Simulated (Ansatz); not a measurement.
Conformers of CH4F2O2Sn (`C[O][Sn]([OH])([F])[F]`), each relaxed with PBE0-D4/def2-TZVP in Ansatz. CBS adds the triple-zeta coupled-cluster correction to the MP2 limit.

Elements past krypton have def2 core potentials. Outer-core shells of Sn are correlated without core-valence functions. Spin–orbit coupling is left out.

Not all of them had a frequency check.

Conformer A:

```xyz
10

C     0.108    1.863    0.162
O    -0.719    0.737   -0.096
Sn    0.005   -1.041   -0.081
O    -1.389   -2.355    0.071
F     1.023   -1.429   -1.641
F     1.254   -1.161    1.347
H    -0.555    2.726    0.251
H     0.670    1.759    1.095
H     0.808    2.045   -0.658
H    -1.205   -3.143   -0.450
```

Conformer B:

```xyz
10

C    -1.605   -0.716    0.216
O    -0.435   -0.988   -0.542
Sn    1.158    0.055   -0.298
O     0.820    1.950   -0.436
F     1.983   -0.264    1.387
F     2.404   -0.533   -1.591
H    -2.389   -1.371   -0.169
H    -1.461   -0.936    1.279
H    -1.937    0.321    0.108
H     1.462    2.481    0.046
```

**Question.** Which is lowest in electronic energy at CCSD(T)/CBS (frozen core, def2 sets), and by how much? (An estimate is asked.)

**Answer.** The calculation gave: A; B lies 1.5 kJ/mol higher. Gaps under about 2 kJ/mol don't settle the order.

**Question.** Give the energies relative to A (kJ/mol) with PBE-D4/def2-TZVPP, ωB97X-V/def2-TZVPP, ωB97M-V/def2-TZVPP, B2PLYP/def2-TZVPP, B3LYP/def2-TZVPP, HF/def2-QZVPP, HF/CBS(def2). (Best estimate.)

**Answer.** The calculation gave: 
| level | B |
| --- | --- |
| PBE-D4/def2-TZVPP | 2.1 |
| ωB97X-V/def2-TZVPP | 1.9 |
| ωB97M-V/def2-TZVPP | 1.9 |
| B2PLYP/def2-TZVPP | 1.8 |
| B3LYP/def2-TZVPP | 2.0 |
| HF/def2-QZVPP | 1.2 |
| HF/CBS(def2) | 1.2 |

B3LYP here is the variant with VWN-RPA as its local correlation; programs differ in this.
